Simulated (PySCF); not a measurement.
CH5FGeO. Atoms are numbered in the order given.

```xyz
9

Ge     0.5517     0.0660    -0.3029
F      0.8516     0.8573     1.2221
O     -0.8788    -0.9385    -0.1068
C     -2.1363    -0.3440     0.1381
H      1.7186    -0.8722    -0.5868
H      0.2811     1.1948    -1.3048
H     -2.1858     0.1033     1.1467
H     -2.3759     0.4435    -0.6024
H     -2.9089    -1.1252     0.0665
```

The structure is a stationary point at ωB97X-D3(BJ)/def2-SVP. This is a generated structure with no PubChem entry under its InChIKey; it may be hypothetical. One conformer was computed; it need not be the lowest.

Method: PBE/def2-TZVP run with PySCF.

Atomic charges (e):

| atom | Mulliken | Löwdin |
|---|---|---|
| Ge1 | [?] | 0.35 |
| F2 | -0.35 | -0.14 |
| O3 | -0.34 | -0.02 |
| C4 | [?] | -0.39 |
| H5 | [?] | -0.05 |
| H6 | [?] | -0.06 |
| H7 | 0.13 | 0.11 |
| H8 | 0.11 | 0.10 |
| H9 | 0.13 | 0.11 |

Task: Complete the blanks. (An estimate is asked for; the answer gives what the named calculation found.)

Result: 
- Ge1, Mulliken: 0.54
- C4, Mulliken: -0.21
- H5, Mulliken: 0.01
- H6, Mulliken: -0.01
